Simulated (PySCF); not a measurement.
# Au³⁺ (gold, charge +3) across methods

[Xe] 4f14 5d8, high-spin 3F determinant. Computed with PySCF 2.14 in def2-TZVPPD with the def2 core potential (60 electrons), with scalar relativity through the core potential.

```
 method  E (hartree)  mean ε 5p β (eV)  mean ε 5d α (eV)  mean ε 5d β (eV)  Σ⟨r²⟩ (bohr²)   ⟨S²⟩
    LDA    -133.1262           -94.844           -41.517           -40.171          29.23  2.000
   PBE0    -133.3971           -98.295           -43.363           -41.949          28.93  2.001
wB97X-V    -133.3820           -100.78           -45.732           -44.504          28.90  2.001
r2SCANh    -133.4354           -97.344           -42.565           -41.083          28.83  2.001
   MN15    -133.1440           -97.794           -43.840           -42.602          29.25  2.001
 r2SCAN    -133.4525           -96.122           -41.812           -40.361          28.84  2.001
   TPSS    -133.3739           -95.071           -41.298           -40.072          28.99  2.001
    PBE    -133.4151           -94.784           -41.373           -40.080          29.05  2.001
```

(1) Estimate the same row for UHF.

Energies and moments cover only the electrons outside the core potential. Spin-orbit coupling, absent here, splits the open shell strongly.

Results:

(1) E (hartree) = -132.67426; mean ε 5p β (eV) = -107.60; mean ε 5d α (eV) = -48.316; mean ε 5d β (eV) = -46.451; Σ⟨r²⟩ (bohr²) = 28.77; ⟨S²⟩ = 2.003.
